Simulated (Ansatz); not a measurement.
`[OH][SnH2][CH2][SiH3]` + HCl → `[OH][SnH2][Cl]` + `C[SiH3]`  (ligand exchange at the Sn–C bond)

Calculated with Ansatz (gas phase, PBE0-D4/def2-TZVP geometries, no zero-point term in ΔE). CCSD(T)/CBS adds triple-zeta CCSD(T) − MP2 to the extrapolated MP2 energy (def2 sets, frozen cores). This one scheme is used for every species. DFT in def2-TZVPP. B3LYP here is the variant with VWN-RPA as its local correlation; programs differ in this. def2 core potentials past Kr. For Sn outer-core shells are correlated without core-valence functions, which leaves a few kJ/mol of doubt a bond. One conformer a species, not always the lowest.

`[OH][SnH2][CH2][SiH3]`:

Z-matrix (Å, degrees):
```
Sn
C 1 2.145
O 1 1.971 2 106.9
H 1 1.713 2 111.3 3 -118.7
H 1 1.703 2 113.1 3 112.8
Si 2 1.864 1 113.0 3 64.8
H 2 1.093 1 106.4 3 -56.9
H 2 1.094 1 108.4 3 -172.6
H 3 0.960 1 113.1 2 -62.3
H 6 1.488 2 109.9 1 65.7
H 6 1.488 2 112.4 1 -173.4
H 6 1.490 2 110.0 1 -52.9
```

HCl:

Z-matrix (Å, degrees):
```
Cl
H 1 1.279
```

`[OH][SnH2][Cl]`:

```xyz
6

O    -0.016    1.026   -1.155
Sn   -0.305   -0.186    0.348
Cl    1.208   -1.940    0.097
H     0.897    1.307   -1.253
H     0.092    0.571    1.820
H    -1.877   -0.778    0.143
```

`C[SiH3]`:

Z-matrix (Å, degrees):
```
C
Si 1 1.871
H 1 1.092 2 110.8
H 1 1.092 2 110.8 3 -120.0
H 1 1.092 2 110.8 3 120.0
H 2 1.488 1 110.7 3 -179.9
H 2 1.488 1 110.7 3 -59.9
H 2 1.488 1 110.7 3 60.1
```

| level | ΔE (kcal/mol) | difference from CCSD(T)/CBS |
| --- | --- | --- |
| PBE-D4 | -25.6 | -1.1 |
| r2SCAN-D4 | -27.2 | -2.7 |
| PBE0-D4 | -26.0 | -1.5 |
| B3LYP-D4 | -26.9 | -2.4 |
| ωB97X-V | -26.6 | -2.1 |
| ωB97M-V | -26.1 | -1.6 |
| B2PLYP | -27.1 | -2.6 |
| PBE | -26.8 | -2.3 |
| r2SCAN | -27.6 | -3.1 |
| PBE0 | -27.1 | -2.6 |
| B3LYP | -28.8 | -4.3 |
| HF/def2-TZVPP | -31.6 | -7.1 |
| MP2/def2-TZVPP | -23.5 | 1.0 |
| SCS-MP2/def2-TZVPP | -24.5 | 0.0 |
| CCSD/def2-TZVPP | -24.2 | 0.3 |
| CCSD(T)/def2-TZVPP | -23.4 | 1.1 |
| HF/def2-QZVPP | -31.8 | -7.3 |
| MP2/def2-QZVPP | -24.1 | 0.4 |
| SCS-MP2/def2-QZVPP | -25.2 | -0.7 |
| HF/CBS(def2) | -31.8 | -7.3 |
| MP2/CBS(def2) | -24.5 | 0.0 |
| CCSD/CBS(def2) | -25.2 | -0.7 |
| CCSD(T)/CBS | -24.5 | 0 |

Largest T1 diagnostic among the species: 0.013.

In def2-TZVPP, CCSD(T) changes the Hartree–Fock value by +8.2 kcal/mol (the triples alone add +0.8 kcal/mol) and MP2 by +8.1 kcal/mol. The D4 term adds +1.9 kcal/mol with B3LYP and +1.1 kcal/mol with PBE0; it sums over pairs of atoms, weighted by their polarisabilities, and B3LYP, whose exchange is more repulsive, gets the larger term.
